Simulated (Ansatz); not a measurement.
A nudged elastic band was laid between two geometries of ClH3Sn + H3N (9 atoms, charge 0, multiplicity 1).

Level of theory: Ansatz 0.2.0, RHF/def2-SVP.

```json
{"movable images": "5", "climbing image": "yes", "spring": "5.0 eV/Å²", "optimiser": "quadratic models (default)", "start path": "straight line", "force threshold": "0.05 eV/Å", "iteration limit": "60", "end points": "relaxed"}
```

First end point:

```xyz
9
Properties=species:S:1:pos:R:3
Sn -0.294 -0.478 -0.197
H -0.377 -0.618 1.494
Cl 2.007 -0.460 -0.757
H -0.935 0.991 -0.761
H -0.960 -1.825 -0.991
N 1.691 2.645 1.587
H 2.219 2.007 1.017
H 0.986 3.068 1.010
H 1.231 2.113 2.304
```

Last end point:

```xyz
9
Properties=species:S:1:pos:R:3
Sn 0.815 0.873 -0.947
H -1.429 0.290 3.577
Cl 2.826 1.346 -2.114
H -0.285 2.084 -1.397
H 0.397 -0.718 -1.361
N 1.121 0.974 1.041
H 1.732 0.289 1.449
H 1.336 1.875 1.431
H -0.944 0.429 3.026
```

(1) Which bonds break or form, and what moves?

(2) Give the energies along the band, and the barrier.

(3) What is the geometry of the highest image?

The band took 33 iterations and of the order of 6 core-minutes.

## Answers

(1) Bonds broken: Sn1–H2, N6–H9. Bonds formed: Sn1–N6, H2–H9. ClH3Sn + H3N becomes ClH4NSn + H2.

(2) The run converged. The highest image is number 3 of 0 to 6, 2.30 eV above the first end and 1.80 eV above the last; the last end lies 0.50 eV above the first. Neighbouring images differ by up to 1.9 eV, so the band resolves the path poorly. Another band between the same ends (5 images) ends at a top of the same energy, where a vibrational analysis finds 1 clearly imaginary mode. The orbitals stay closed-shell, which can raise the energy where a bond breaks towards radicals; this wasn't checked here.

```
image  path coordinate (Å)  energy (eV)  Sn1–H2 (Å)  N6–H9 (Å)  Sn1–N6 (Å)
    0                 0.00         0.00        1.70       1.00        4.11
    1                 1.47         0.06        1.70       1.00        3.87
    2                 2.94         0.43        1.74       1.01        2.54
    3                 4.41         2.30        2.25       1.27        2.14
    4                 5.80         0.58        3.26       2.46        2.02
    5                 7.19         0.50        4.38       2.93        2.01
    6                 8.58         0.50        5.08       2.92        2.01
```

(3) 
```xyz
9
Properties=species:S:1:pos:R:3
Sn 0.221 0.429 -0.264
H -0.808 0.592 1.728
Cl 1.949 0.656 -1.921
H -0.987 1.420 -0.896
H 0.127 -1.246 -0.097
N 1.290 1.347 1.353
H 2.129 0.887 1.673
H 1.480 2.334 1.265
H 0.170 1.025 1.865
```

The run took 5.9 min on 1 thread of Arm Neoverse V1, with other jobs on the host, peak memory 0.17 GiB.
